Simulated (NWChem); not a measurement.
Molecule: AlCl$_{2}$, doublet; SMILES [Cl][Al][Cl]

```xyz
3

Al     0.0000     0.0000     0.7738
Cl     1.8385     0.0000    -0.2958
Cl    -1.8385     0.0000    -0.2958
```
Atoms are numbered in this order, from 1.

Computed with NWChem. Spin-unrestricted. Medium grid unless said otherwise, to which SCAN and Minnesota functionals are sensitive. In the optimisation the excess spin sits in a1 (C2v, its own frame). Structure relaxed at the PBE-D3(BJ)/def2-SVP, spin-unrestricted level. This spin state was assumed; another may lie lower. No stability test was run on the SCF state.

Problem. Order these by “highest occupied level (eV)”, lowest first: MPW1K/def2-SVP; RPBE/def2-SVP; LC-BLYP (range parameter 0.33 per bohr)/def2-SVP; B3LYP/def2-SVP; N12/def2-SVP.

Solution. LC-BLYP (range parameter 0.33 per bohr)/def2-SVP (-8.66), MPW1K/def2-SVP (-7.50), B3LYP/def2-SVP (-6.35), RPBE/def2-SVP (-5.55), N12/def2-SVP (-5.20)
